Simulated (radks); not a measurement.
Neutral magnesium inside a hard spherical wall (all orbitals vanish at R), configuration held at [Ne] 3s2 and not refilled when levels cross. Calculated with a radial shooting solver on a logarithmic mesh with Libxc functionals: scalar-relativistic Kohn-Sham, PBEsol, spin-polarised, spherical densities, finite nucleus; Fermi nuclear charge, rms radius 3.057 fm. Eigenvalues in eV for spin up, with the zero of energy where the potential of the charges vanishes at infinity; a dash marks a level that is unbound or too diffuse for the functional's potential to be trusted. A positive occupied level is held by the wall or, in an anion where self-interaction has pushed it up, behind a barrier. The pressure on the wall is -dE/dV.

| R (bohr) | E (hartree) | kinetic (hartree) | e(1s) | e(2s) | e(2p) | e(3s) | e(3p, empty) | e(4s, empty) | pressure (GPa) |
|---|---|---|---|---|---|---|---|---|---|
| free | -199.84028 | 200.016 | -1256.6 | -79.593 | -46.551 | -4.679 | -1.305 | - | 0 |
| 20 | -199.84028 | 200.016 | -1256.6 | -79.593 | -46.551 | -4.679 | -1.305 | - | < 0.0001 |
| 12 | -199.84023 | 200.016 | -1256.6 | -79.586 | -46.543 | -4.674 | -1.270 | 0.849 | 0.000964 |
| 8 | -199.83577 | 200.049 | -1256.3 | -79.270 | -46.229 | -4.451 | -0.767 | 4.213 | 0.179 |
| 7 | -199.82706 | 200.099 | -1255.9 | -78.861 | -45.821 | -4.136 | -0.216 | 6.771 | 0.676 |
| 5 | -199.72875 | 200.497 | -1253.3 | -76.431 | -43.404 | -1.712 | 3.388 | 20.361 | 11.2 |
| 4 | -199.50470 | 201.195 | -1250.0 | -73.496 | -40.491 | 2.605 | 9.105 | 39.645 | 55.9 |
| 2.5 | -197.55565 | 206.342 | -1235.5 | -62.222 | -29.087 | 33.259 | 43.752 | 144.77 | 1290 |
| 1.5 | -185.14402 | 236.757 | -1174.8 | -22.988 | 13.133 | 187.92 | 189.01 | 539.45 | 35700 |
